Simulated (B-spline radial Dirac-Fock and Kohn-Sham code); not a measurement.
**La⁶⁺: input and output of one calculation**

ΔSCF core binding energies without Breit or QED terms, calculated with an atomic code on a B-spline grid. Keys: rel is the Hamiltonian (dirac, or spin-free x2c and nr, where L3 and M5 stand for the whole 2p and 3d shells), method is hf or an exchange,correlation pair (spin-unpolarised, also for the hole states), nuc the nuclear model, radius_factor scales its radius, rmax is the box in bohr, h the logarithmic mesh step, order the B-spline order, points the quadrature points per cell, c_factor scales the speed of light, and damp, ndamp, maxit and tol steer the iteration. The run stops when the commutator error falls below 10·tol·max(1, Z/10), or the numerical noise floor, and the energy has settled to about 1e-8 Ha; the virial ratio is −V/T.

Input (task.json):

```json
{"items": [{"Z": 57, "q": 6, "cfg": [[1, 0, 2], [2, 0, 2], [2, 1, 6], [3, 0, 2], [3, 1, 6], [3, 2, 10], [4, 0, 2], [4, 1, 6], [4, 2, 10], [5, 0, 2], [5, 1, 3]], "A": 139, "rrms": 4.855, "do": "settings", "holes": ["K", "L3", "M5"],
  "settings": [{"rel": "dirac", "method": "hf", "nuc": "fermi", "radius_factor": 1.0, "rmax": 45.0, "h": 0.3, "order": 8, "points": 10, "c_factor": 1.0, "maxit": 60, "damp": 0.5, "ndamp": 3, "tol": 1e-08, "cfg": "1s2 2s2 2p6 3s2 3p6 3d10 4s2 4p6 4d10 5s2 5p7"}]}]}
```

Command: `python xray2_run.py task.json out`

The program stops without a result: overfilled shell.

Q: One setting is unsound. Which, and why?

A: cfg puts more electrons in a shell than it can hold. With the default settings (Dirac Hartree-Fock): The ground state converged in 10 iterations, with total energy -8485.54618 Ha, virial ratio 1.93446 and highest orbital energy -88.09 eV. ΔSCF binding energies: K (1s) 39158.8 eV, L3 (2p3/2) 5582.1 eV, M5 (3d5/2) 920.4 eV.
